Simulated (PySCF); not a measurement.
# How the method changes the constants of NiF

State: ²Π (doublet), unpaired electrons π ↑. Set-up: PySCF, no relativity, basis sets Ni def2-TZVPP, F def2-TZVPP. De refers to Ni (3d8 4s2) + F in their high-spin ground configurations, without counterpoise correction. The functionals are run spin-unrestricted. A positive dipole means Ni(−)F(+). Levels whose curve was spin-contaminated or gave no clean fit are not listed.

```tsv
Level	Re (Å)	ωe (cm⁻¹)	De (eV)	μ (D)	CPU s a point (SCF and correlation, without the integrals)
ROHF	1.832	563	n/a	-6.68	1.1
ROHF-MP2	1.743	612	n/a	n/a	2.1
ROHF-SCS-MP2	1.760	598	n/a	n/a	n/a
PBE	1.738	632	n/a	-4.07	3.1
M06-L	1.740	643	n/a	-4.51	1.7
B97-3	1.771	594	n/a	-5.22	2.9
M06	1.741	636	n/a	-4.95	5.3
ωB97M-V	1.761	612	n/a	-5.23	25
```

The bond length runs from 1.738 Å (PBE) to 1.832 Å (ROHF).

Correlated steps freeze 6 core orbitals. De is left out where the level can put another filling of the metal’s s and d shells below the measured ground configuration, by anything from nothing to about 1 eV. UHF is strongly spin-contaminated for NiF, so the ROHF reference used there is far from stable. The state is the lowest single determinant that the PBE0 search found; with open d or f shells the true ground state can be another one.

The whole job (state search and all levels along the bond) took about 18 min on 1 thread of Intel Xeon Platinum 8488C (shared host), peak memory 2.6 GiB.
